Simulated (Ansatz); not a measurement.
Molecule: sum formula H3SiO3 (charge 0, doublet). It need not be the lowest isomer of its formula. 
Structure (B3LYP-D3(BJ)/def2-TZVP (Ansatz, a quantum-chemistry and plane-wave program) minimum search):
```xyz
7

Si    -0.0541     0.0028     0.2710
O     -0.7428     1.4707    -0.0628
O     -0.7063    -1.2699    -0.5091
O      1.5332    -0.1201    -0.0733
H     -0.3573     0.0409     1.7283
H     -1.6641    -1.3307    -0.5468
H      2.1066     0.6051     0.1870
```
Charge 0, spin multiplicity 2.

Total electronic energies in hartree. Valence correlation only, unless marked. UHF or UKS for open shells. No spin-orbit coupling. Non-relativistic. CBS marks a two-point X^-3 extrapolation of the correlation energy; Hartree-Fock from the larger set (for Q and 5 zeta extrapolated as (X+1)exp(-9√X)).

```csv
level,program,energy (Eh)
HF/cc-pV(T+d)Z,Ansatz,-515.48248
HF/cc-pV(Q+d)Z,Ansatz,-515.50630
HF/cc-pV(5+d)Z,Ansatz,-515.51179
BLYP/def2-TZVPD,Ansatz,-517.11528
revPBE-D3(BJ)/def2-TZVPD,Ansatz + dftd3,-517.01744
PBE0-D3(BJ)/def2-TZVPD,Ansatz + dftd3,-516.78758
HSE06-D3(BJ)/def2-TZVPD,Ansatz + dftd3,-516.77033
HSE06/def2-TZVPD,Ansatz,-516.76778
CAM-B3LYP-D3(BJ)/def2-TZVPD,Ansatz + dftd3,-517.09279
LC-wPBE-D4/def2-TZVPD,Ansatz + dftd4,-516.92806
B2GP-PLYP-D4/def2-TZVPD,Ansatz + dftd4,-516.80743
B2GP-PLYP/def2-TZVPD,Ansatz,-516.80569
RPA@PBE/cc-pV(T+d)Z,Ansatz,-516.67711
"MP2/CBS(cc-pV(T+d)Z,cc-pV(Q+d)Z)",Ansatz,-516.4052
RI-MP2/cc-pV(Q+d)Z,Ansatz,-516.35672
SCS-MP2/aug-cc-pV(D+d)Z,Ansatz,-516.03943
SCS-MP2/cc-pV(T+d)Z,Ansatz,-516.25538
SCS-MP2/cc-pwCVTZ,Ansatz,-516.27522
SCS-MP2/cc-pV(Q+d)Z,Ansatz,-516.35019
CCSD/cc-pV(T+d)Z,Ansatz,-516.29135
CCSD(T)/cc-pV(T+d)Z,Ansatz,-516.31848
CCSD(T)/cc-pVTZ,Ansatz,-516.31008
"CCSD(T)/CBS(cc-pV(Q+d)Z,cc-pV(5+d)Z)",Ansatz,-516.4581
```

Totals of different functionals don't rank their quality; only differences between species are comparable.
